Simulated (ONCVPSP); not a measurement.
u(r) = r·R(r): atom against pseudo-atom (Co (Z = 27))

Columns: radius, all-electron u(r) and pseudo u(r) of the 3p shell (level -65.52 eV) of cobalt in the configuration [Ne] 3s2 3p6 3d7 4s2; LDA (Perdew-Wang 92), scalar-relativistic, ONCV scheme, ONCVPSP 4.0.1.

| r (bohr) | all-electron | pseudo |
| --- | --- | --- |
| 0.068 | -0.4115 | 0.0320 |
| 0.135 | -0.6277 | 0.1236 |
| 0.202 | -0.4553 | 0.2641 |
| 0.270 | -0.0842 | 0.4371 |
| 0.338 | 0.3180 | 0.6229 |
| 0.405 | 0.6581 | 0.8009 |
| 0.473 | 0.9143 | 0.9559 |
| 0.540 | 1.0773 | 1.0712 |
| 0.608 | 1.1651 | 1.1486 |
| 0.675 | 1.1912 | 1.1822 |
| 0.742 | 1.1738 | 1.1718 |
| 0.810 | 1.1258 | 1.1255 |
| 0.878 | 1.0584 | 1.0582 |
| 0.945 | 0.9815 | 0.9813 |
| 1.013 | 0.8987 | 0.8985 |
| 1.080 | 0.8166 | 0.8165 |
| 1.148 | 0.7356 | 0.7355 |
| 1.215 | 0.6599 | 0.6598 |
| 1.283 | 0.5881 | 0.5880 |
| 1.350 | 0.5230 | 0.5229 |
| 1.418 | 0.4627 | 0.4626 |
| 1.485 | 0.4090 | 0.4089 |
| 1.553 | 0.3599 | 0.3598 |
| 1.620 | 0.3167 | 0.3167 |
| 1.688 | 0.2777 | 0.2776 |
| 1.755 | 0.2436 | 0.2435 |

Problem. How many radial nodes do the two functions have?

Solution. The all-electron 3p function has n − l − 1 = 1; the pseudo-wave has 0, since the states of the same l below it are removed with the core.

Problem. At about which radius was the pseudo-wave matched?

Solution. 0.90 bohr. The columns agree to 0.0005 from 0.81 bohr on; several derivatives are matched, so the curves merge somewhat inside the radius.

Problem. Where does each function peak?

Solution. Outermost all-electron maximum near 0.68 bohr, pseudo maximum near 0.68 bohr (to the table’s step).

Problem. Is the pseudo-wave norm-conserving?

Solution. Yes: the ONCV scheme keeps the norm inside the radius equal to the all-electron one, which fixes the energy derivative of the logarithmic derivative at the level.
